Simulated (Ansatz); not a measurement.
The cluster Ge₂Te₃⁻, relaxed as a doublet with UKS PBE-D4/def2-SVPD in Ansatz, starting from the GFN1-xTB geometry. Force threshold 0.02 eV/Å.

In the def2 sets Te takes a core potential; there is no spin–orbit coupling. An occupied level of the charge -1 doublet lies above an empty one (by up to 0.09 eV), so this SCF solution is probably not the lowest. The gap within one spin of the charge -1 doublet nearly closes, so an electron or hole may be smeared out by delocalisation error. The relaxation made no stability test and no search for a lower SCF solution. Another isomer (doublet) lies 1.45 eV lower at PBE0-D4/def2-TZVPD; other spin states weren't run for this one.

Start:

```xyz
5

Ge   -0.9079   -1.9981    0.1440
Ge    2.0336    0.8286    0.0555
Te   -0.4365    0.4515   -0.0501
Te    2.5740    3.1603   -0.1453
Te   -3.2632   -2.4424   -0.0041
```

Problem. Estimate the energy that the relaxation releases and the steps that it takes.

Solution. 0.35 eV, in 8 steps; 37 s on 4 threads of Arm Neoverse V1 on a shared host. The force fell under the threshold at step 6, but the optimiser went on and released 0.003 eV more. No frequencies were taken in this run, so the end may be a saddle point.

Problem. Does the start keep its bonding?

Solution. By distances, no bond broke or formed. The bond that changes most is Ge2–Te3, from 2.50 to 2.66 Å (atoms count from 1).

Problem. Predict the relaxed structure.

Solution. 
```xyz
5

Ge   -0.861   -1.928    0.125
Ge    1.964    0.784    0.055
Te   -0.695    0.721   -0.110
Te    2.822    3.116   -0.112
Te   -3.230   -2.693    0.042
```
Bond lengths: 4 × Ge–Te 2.49 to 2.66 Å.
